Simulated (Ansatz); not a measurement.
PBE exchange is replaced step by step with exact exchange (0 % is PBE, 25 % PBE0; no dispersion term), basis def2-TZVP, Ansatz. System: Zr2Si2. The state is a singlet with charge 0. Geometry: B3LYP-D4/def2-SVP.

Geometry of the singlet:

```xyz
4

Zr   -0.7538   -1.1802    0.8148
Zr    0.8077    1.1642    0.7857
Si    1.0820   -0.7312   -0.8449
Si   -1.1358    0.7471   -0.7556
```

In the def2 sets Zr takes a core potential; there is no spin–orbit coupling. The restricted singlet is unstable towards broken spin symmetry at other levels; at PBE with 5 % exact exchange/def2-TZVP, PBE with 10 % exact exchange/def2-TZVP, PBE with 15 % exact exchange/def2-TZVP, PBE with 35 % exact exchange/def2-TZVP and others this wasn't settled. At PBE0-D4/def2-TZVP the restricted singlet is unstable: a solution with broken spin symmetry lies lower. The geometry of the singlet was relaxed on an unsound state (restricted singlet, unstable towards broken spin symmetry at other levels and untested here). The order of the spin states hangs on the level: the quintet lies 0.08 eV below the singlet at PBE0-D4/def2-TZVP, but 0.26 eV above it at PBE-D4/def2-TZVP. The singlet is doubtful at PBE0-D4/def2-TZVP (restricted singlet, unstable towards broken spin symmetry). The structure comes from a short search, and lower isomers may exist.

```json
{"exact exchange (%)": "0", "HOMO (eV)": "-3.93", "LUMO (eV)": "-3.26", "gap (eV)": "0.67"}
{"exact exchange (%)": "5", "HOMO (eV)": "-4.06", "LUMO (eV)": "-3.11", "gap (eV)": "0.95"}
{"exact exchange (%)": "10", "HOMO (eV)": "-4.19", "LUMO (eV)": "-2.95", "gap (eV)": "1.24"}
{"exact exchange (%)": "15", "HOMO (eV)": "-4.33", "LUMO (eV)": "-2.80", "gap (eV)": "1.53"}
{"exact exchange (%)": "25", "HOMO (eV)": "-4.60", "LUMO (eV)": "-2.49", "gap (eV)": "2.11"}
{"exact exchange (%)": "35", "HOMO (eV)": "-4.88", "LUMO (eV)": "-2.18", "gap (eV)": "2.69"}
```

Problem. Estimate the row for 50 %.

Solution. 
```tsv
exact exchange (%)	HOMO (eV)	LUMO (eV)	gap (eV)
50	-5.29	-1.72	3.57
```
